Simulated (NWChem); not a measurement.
System: ammonia borane (BNH$_{6}$); SMILES [BH3-][NH3+]

Results from NWChem. Pople sets run with spherical d functions. Structure relaxed at the PBE-D3(BJ)/def2-SVP level.

Question: Predict the results for Hartree-Fock/6-311G**. Quantities: highest occupied level (eV); orbital gap (eV); dipole (D).

Answer: 
* **highest occupied level (eV)**: -11.13
* **orbital gap (eV)**: 14.09
* **dipole (D)**: 5.71
